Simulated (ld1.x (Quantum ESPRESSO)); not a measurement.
lanthanum (La), TM: configuration errors across variants

| Property | Result |
| --- | --- |
| Element | lanthanum (La) |
| Generator | ld1.x (Quantum ESPRESSO) 7.5 |
| Type | norm-conserving Troullier–Martins (Kleinman–Bylander form) |
| Functional | PBE |
| Relativity | scalar-relativistic |
| Frozen core | [Kr] 4d10 5s2 |
| Valence charge | 9 |
| Reference configuration | 4f0 5p6 5d1 6s2 6p0 |
| Partial waves | 5p (bound): rc 2.65 bohr; 5d (bound): rc 3.40 bohr; 4f (bound, empty): rc 1.90 bohr; 6s (bound): rc 3.25 bohr |
| Local potential | the s channel |
| Core correction | a·sin(br)/r model core, default radius (core density twice the valence density) |

All-electron excitation energies from the reference (eV): (1) 4f0 5p6 5d1 6s1 6p0 5.966; (2) 4f0 5p6 5d1 6s0 6p0 16.854; (3) 4f0 5p6 5d0 6s0 6p0 35.804; (4) 4f0 5p6 5d1 6s0 6p2 4.846; (5) 4f1 5p6 5d0 6s1 6p0 6.232; (6) 4f0 5p6 5d1 6s1 6p1 2.377; (7) 4f0 5p6 5d1 6s0 6p1 8.924.

1 further variants failed, have other tests or too few solved ones, and are left out.

Errors AE − PS in meV (a dash: test not solved or not reliable):

| change | (1) | (2) | (3) | (4) | (5) | (6) | (7) | bound ghosts |
| --- | --- | --- | --- | --- | --- | --- | --- | --- |
| base | -1.1 | -19 | -14 | -777 | -384 | -340 | -580 | none |
| all radii but the core radius scaled by about 0.90 (s 2.94, p 2.38, d 3.06, f 1.72 bohr) | +2.1 | -15 | -43 | -674 | – | -294 | -504 | none |
| all radii but the core radius scaled by about 0.96 (s 3.12, p 2.54, d 3.26, f 1.82 bohr) | +0.1 | -17 | -29 | -734 | – | -321 | -549 | none |
| all radii but the core radius scaled by about 1.12 (s 3.64, p 2.96, d 3.80, f 2.12 bohr) | -2.3 | -21 | +13 | -810 | -199 | -355 | -603 | none |
| all radii but the core radius scaled by about 1.19 (s 3.86, p 3.14, d 4.02, f 2.26 bohr) | -2.3 | -22 | +24 | -809 | -114 | -355 | -603 | none |
| all radii but the core radius scaled by about 1.24 (s 4.04, p 3.30, d 4.22, f 2.36 bohr) | -2.1 | -24 | +31 | -805 | -26 | -352 | -602 | none |
| all radii but the core radius scaled by about 1.32 (s 4.28, p 3.50, d 4.48, f 2.50 bohr) | -2.2 | -32 | +48 | -805 | +49 | -351 | -605 | none |
| all radii but the core radius scaled by about 1.40 (s 4.56, p 3.72, d 4.78, f 2.66 bohr) | -2.3 | -45 | +52 | -812 | +196 | -350 | -615 | none |

Task: Give the same row for: all radii but the core radius scaled by about 0.82 (s 2.68, p 2.18, d 2.80, f 1.56 bohr).

Result: +12, -24, -74, -559, -329, -238, -423; bound ghosts: none.
